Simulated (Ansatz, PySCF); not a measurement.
Gas-phase reaction in SMILES: [OH+]=C1CC1 -> C#CC[OH2+]
Each molecule is optimised on its own at B3LYP-D3(BJ)/def2-TZVP (Ansatz, a first-principles code), one conformer each, not searched for the lowest.

Property: isomerisation energy (electronic energy difference), in kJ/mol. Cores are frozen in the correlated levels unless marked. No spin-orbit coupling. Non-relativistic. CBS marks a two-point X^-3 extrapolation of the correlation energy; Hartree-Fock from the larger set.

```json
[
 {"level": "PBE0-D4/def2-TZVP", "program": "Ansatz + dftd4", "isomerisation energy (kJ/mol)": "92.2"},
 {"level": "TPSSh/def2-TZVPD", "program": "PySCF", "isomerisation energy (kJ/mol)": "82.3"}
]
```

**Question.** Predict the CCSD(T)/CBS(cc-pVTZ,cc-pVQZ) result (Ansatz).

**Answer.** 48.8 kJ/mol, so TPSSh/def2-TZVPD differs from it by 33.5 kJ/mol.
